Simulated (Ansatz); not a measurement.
`FB(Cl)[O][InH2]` → B• + Cl• + F• + 2 H• + In• + O•  (atomization)

Program: Ansatz. Geometries: PBE0-D4/def2-TZVP. ΔE: electronic, gas phase. CCSD(T)/CBS adds triple-zeta CCSD(T) − MP2 to the extrapolated MP2 energy (def2 sets, frozen cores). This one scheme is used for every species, atoms too. For atomizations the MP2-based limit and the directly extrapolated one differ by several kJ/mol either way, and by 10 to 25 for some Ge, Se and Sn compounds, so smaller differences from it don't rank the levels. Functionals use def2-TZVPP. HSE06 is defined as in plane-wave codes. No spin–orbit coupling; open shells (•) take unrestricted orbitals. Spin–orbit coupling would lower the free atoms: a little for B, Cl, F, O; strongly for In. Elements past krypton have def2 core potentials. For In outer-core shells are correlated without core-valence functions, so the limit isn't a true one: a few kJ/mol of doubt a bond, and 10 to 20 or more in all where bonds break to atoms. Each species was taken in one conformer, which may not be the lowest.

```json
{"level": "r2SCAN0-D4", "ΔE (kcal/mol)": "578.4", "difference from CCSD(T)/CBS": "-10.1"}
{"level": "HSE06-D4", "ΔE (kcal/mol)": "584.2", "difference from CCSD(T)/CBS": "-4.3"}
{"level": "BHLYP-D4", "ΔE (kcal/mol)": "561.0", "difference from CCSD(T)/CBS": "-27.5"}
{"level": "PBE-QIDH", "ΔE (kcal/mol)": "583.7", "difference from CCSD(T)/CBS": "-4.8"}
{"level": "PBE", "ΔE (kcal/mol)": "594.4", "difference from CCSD(T)/CBS": "5.9"}
{"level": "r2SCAN", "ΔE (kcal/mol)": "592.4", "difference from CCSD(T)/CBS": "3.9"}
{"level": "PBE0", "ΔE (kcal/mol)": "580.7", "difference from CCSD(T)/CBS": "-7.8"}
{"level": "r2SCANh", "ΔE (kcal/mol)": "586.2", "difference from CCSD(T)/CBS": "-2.3"}
{"level": "BHLYP", "ΔE (kcal/mol)": "556.0", "difference from CCSD(T)/CBS": "-32.5"}
{"level": "MP2/def2-SVP", "ΔE (kcal/mol)": "579.4", "difference from CCSD(T)/CBS": "-9.1"}
{"level": "CCSD/def2-SVP", "ΔE (kcal/mol)": "549.9", "difference from CCSD(T)/CBS": "-38.6"}
{"level": "CCSD(T)/def2-SVP", "ΔE (kcal/mol)": "556.7", "difference from CCSD(T)/CBS": "-31.8"}
{"level": "MP2/def2-TZVPP", "ΔE (kcal/mol)": "593.3", "difference from CCSD(T)/CBS": "4.8"}
{"level": "SCS-MP2/def2-TZVPP", "ΔE (kcal/mol)": "580.6", "difference from CCSD(T)/CBS": "-7.9"}
{"level": "MP2/def2-QZVPP", "ΔE (kcal/mol)": "602.8", "difference from CCSD(T)/CBS": "14.3"}
{"level": "HF/CBS(def2)", "ΔE (kcal/mol)": "431.0", "difference from CCSD(T)/CBS": "-157.5"}
{"level": "CCSD(T)/CBS", "ΔE (kcal/mol)": "588.5", "difference from CCSD(T)/CBS": "0"}
```

Largest T1 diagnostic among the species: 0.015.

From BLYP to BHLYP (50 % exact exchange), in def2-TZVPP and without D4, ΔE moves by −17.4 kcal/mol: exact exchange takes away binding that semilocal exchange gives to molecules. The D4 term adds +6.0 kcal/mol with B3LYP and +3.1 kcal/mol with PBE0; it sums over pairs of atoms, weighted by their polarisabilities, and B3LYP, whose exchange is more repulsive, gets the larger term.

B3LYP here is the variant with VWN-RPA as its local correlation; programs differ in this.
